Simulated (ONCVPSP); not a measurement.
Ranking ONCV potentials for molybdenum (Mo)

All share these settings but for the change named:

ONCVPSP 4.0.1 input, shortened (lines: element, Z, core and valence counts, functional; n l f; lmax; l rc ep ncon nbas qcut; lloc lpopt rc5 dvloc0; l nproj debl; icmod fcfact rcfact), PBE, scalar-relativistic:

```
  Mo 42.00    6    4        4      upf
    1    0    2.00
    2    0    2.00
    2    1    6.00
    3    0    2.00
    3    1    6.00
    3    2   10.00
    4    0    2.00
    4    1    6.00
    4    2    4.00
    5    0    2.00
    2
    0    1.65    0.00    4    8    5.80
    1    1.30    0.00    3    8    7.40
    2    2.10    0.00    3    8    7.80
    4    5    1.05    6.00
    0    2    3.80
    1    2    2.10
    2    3    0.60
    1    0.60    0.00
```

Test errors are all-electron minus pseudo excitation energies from the reference, over 4s2 4p6 4d5 5s1; 4s2 4p6 4d5 5s0; 4s2 4p6 4d4 5s0; 4s2 4p6 4d4 5s1 5p1. None of these files shows a bound ghost.

The base gives 8.9 meV.

Of 8 variants that were run, those that failed, showed a ghost or another fault, or gave nearly equal values are left out.

A variant can come out equal or close to the base, since the largest error may sit in a test that the change hardly touches while other tests move.

Q: Rank these variants by their largest absolute test error, smallest first.
A. s: qcut 4.2
B. s: qcut 7.7
C. s: qcut 8.6
D. s: qcut 6.4
E. s: qcut 5.6

A: C (5.2 meV), B (6.0 meV), D (7.8 meV), E (9.3 meV), A (12.7 meV).
